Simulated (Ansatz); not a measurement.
`ClBB[SeH]` → 2 B• + Cl• + 3 H• + Se•  (atomization)

Computed with Ansatz on PBE0-D4/def2-TZVP structures; ΔE is electronic, products minus reactants. CCSD(T)/CBS is the MP2 limit (def2-TZVPP, def2-QZVPP) plus CCSD(T) − MP2 in def2-TZVPP, frozen cores. This one scheme is used for every species, atoms too. Functionals use def2-TZVPP. B3LYP here is the variant with VWN-RPA as its local correlation; programs differ in this. No spin–orbit coupling; open shells (•) take unrestricted orbitals. Spin–orbit coupling would lower the free atoms: a little for B, Cl; clearly for Se. For Se outer-core shells are correlated without core-valence functions, so the limit isn't a true one: a few kJ/mol of doubt a bond, and 10 to 20 or more in all where bonds break to atoms. Scalar relativity is left out up to krypton. Each species was taken in one conformer, which may not be the lowest.

CCSD(T)/CBS gives +2250.9 kJ/mol.

Another level gave +2265.5 kJ/mol. Which?
A. B3LYP/def2-TZVPP
B. PBE0/def2-TZVPP
C. LDA (SPW92)/def2-TZVPP
D. B3LYP-D4/def2-TZVPP

D. B3LYP-D4 2265.5, B3LYP 2239.9, LDA (SPW92) 2593.2, PBE0 2274.4 kJ/mol.

Largest T1 diagnostic among the species: 0.014.

From r2SCAN to r2SCAN0 (25 % exact exchange), in def2-TZVPP and without D4, ΔE moves by −33.8 kJ/mol: exact exchange takes away binding that semilocal exchange gives to molecules. In def2-TZVPP, CCSD(T) changes the Hartree–Fock value by +471.9 kJ/mol (the triples alone add +37.7 kJ/mol) and MP2 by +520.5 kJ/mol; breaking electron pairs costs correlation energy, which Hartree–Fock lacks.

For atomizations the MP2-based limit and the directly extrapolated one differ by several kJ/mol either way, and by 10 to 25 for some Ge, Se and Sn compounds, so smaller differences from it don't rank the levels.
